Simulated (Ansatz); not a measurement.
Species: C9H10BNSi, SMILES `Bc1c([SiH3])ccc2cccnc12` (charge 0, multiplicity 1).

Problem. Give a relaxed geometry from PBE-D3(BJ)/def2-SVP (Ansatz, a program for electronic structure).

Solution. This is not unique; one that fits is the end point of this relaxation, one of several conformers (outside a Z-matrix the atoms follow the SMILES, hydrogens last).
Bonded distances (Å): B1–C2 1.548, B1–H13 1.220, B1–H14 1.210, C2–C3 1.417, C2–C12 1.449, C3–Si4 1.907, C3–C5 1.425, Si4–H15 1.503, Si4–H16 1.502, Si4–H17 1.508, C5–C6 1.388, C5–H18 1.101, C6–C7 1.422, C6–H19 1.102, C7–C8 1.424, C7–C12 1.444, C8–C9 1.383, C8–H20 1.102, C9–C10 1.424, C9–H21 1.100, C10–N11 1.323, C10–H22 1.106, N11–C12 1.365. Bond angles (°): C2–B1–H13 118.2, C2–B1–H14 123.1, H13–B1–H14 118.7, B1–C2–C3 120.0, B1–C2–C12 121.3, C3–C2–C12 118.7, C2–C3–Si4 122.2, C2–C3–C5 120.4, Si4–C3–C5 117.3, C3–Si4–H15 112.5, C3–Si4–H16 112.6, C3–Si4–H17 106.0, H15–Si4–H16 109.5, H15–Si4–H17 108.0, H16–Si4–H17 108.0, C3–C5–C6 121.1, C3–C5–H18 119.7, C6–C5–H18 119.3, C5–C6–C7 120.7, C5–C6–H19 120.4, C7–C6–H19 118.8, C6–C7–C8 122.5, C6–C7–C12 119.2, C8–C7–C12 118.3, C7–C8–C9 119.2, C7–C8–H20 119.4, C9–C8–H20 121.5, C8–C9–C10 118.2, C8–C9–H21 121.6, C10–C9–H21 120.2, C9–C10–N11 124.3, C9–C10–H22 119.3, N11–C10–H22 116.4, C10–N11–C12 118.8, C2–C12–C7 119.9, C2–C12–N11 118.9, C7–C12–N11 121.2.
